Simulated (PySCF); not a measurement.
# One molecule, several mistakes: H7N2Si2

These are calculations, not measurements. They come from PySCF 2.14.0, an open-source quantum chemistry program, on an isolated molecule that a program drew, which may never have been made. The molecule is H7N2Si2 (charge 0, doublet), drawn as the SMILES string `N[SiH][SiH2]N`.

Each row is a Hartree-Fock (HF) and frozen-core CCSD(T) single point in the cc-pV(D+d)Z basis, meant for a local HF minimum. Run 1 is clean. Each other run has one planted mistake out of seven kinds, and not every kind appears here: one electron removed, one electron added, multiplicity raised by two, geometry at a saddle point, minimal basis STO-3G, one bond length entered in bohr, all coordinates scaled. The reference is restricted for singlets and unrestricted otherwise, and also for a bond in bohr. Adding or removing an electron swaps singlet and doublet. Electrons count all cores. HOMO and LUMO are orbital energies over both spins, the gradient is its largest component, and the lowest frequency (negative if imaginary) is given only where the gradient is small. Bond lengths are over the 10 bonds as drawn. T1 is the CCSD diagnostic: over 0.02 (restricted) or 0.045 (unrestricted) a single reference is doubtful.

Geometry of the clean run:
```xyz
11
H7N2Si2, angstrom
N    -0.2670    2.5507   -0.8181
Si   -1.4886    1.3171   -0.7675
Si   -0.4263   -0.6731   -0.0450
N     1.2367   -0.2560    0.2091
H    -0.4748    3.4328   -1.2497
H     0.2898    2.6939    0.0051
H    -2.0603    1.2199   -2.1387
H    -0.9650   -1.1463    1.2527
H    -0.6719   -1.7758   -1.0176
H     1.7048    0.2370   -0.5298
H     1.8552   -0.9394    0.6077
```

| run | electrons | basis functions | <S^2> | HOMO (eV) | LUMO (eV) | gradient (hartree/bohr) | lowest frequency (cm^-1) | mean bond (Å) | longest bond (Å) | T1 | HF (hartree) | CCSD(T) (hartree) | mistake |
|---|---|---|---|---|---|---|---|---|---|---|---|---|---|
| 1 | 49 | 109 | 0.759 | -7.65 | 2.07 | 4.0e-05 | 50 | 1.4317 | 2.369 | 0.0150 | -690.86278 | -691.46108 | no fault |
| 2 | 50 | 109 | 0.000 | 0.20 | 8.21 | 6.0e-02 | - | 1.4317 | 2.369 | 0.0125 | -690.81856 | -691.44583 | one electron added |
| 3 | 49 | 109 | 0.759 | -7.32 | 2.44 | 6.1e-02 | - | 1.3473 | 2.229 | 0.0137 | -690.82047 | -691.40927 | all coordinates scaled |
| 4 | 49 | 35 | 0.752 | -4.90 | 6.41 | 3.7e-02 | - | 1.4317 | 2.369 | 0.0136 | -682.73500 | -682.94268 | minimal basis STO-3G |
| 5 | 49 | 109 | 1.655 | -7.63 | 1.72 | 2.1e-02 | - | 1.5859 | 3.275 | 0.0301 | -690.75035 | -691.32074 | one bond length entered in bohr |
| 6 | 49 | 109 | 3.772 | -2.98 | -0.38 | 1.2e-01 | - | 1.4317 | 2.369 | 0.0433 | -690.64793 | -691.24094 | ? |

**Which mistake was planted in run 6, and what did it cost?**

Electrons, basis and geometry are unchanged, and <S^2> is 3.772, beside S(S+1) = 3.75 for a multiplicity of 4. So the mistake is: multiplicity raised by two. Subtracting run 1 and multiplying by 627.51 kcal/mol a hartree, the energy moved by 134.8 kcal/mol in HF and 138.1 kcal/mol in CCSD(T).

Cautions from the logs. Run 2: the HOMO is above zero, so the electron isn't bound and the energy depends on the basis.
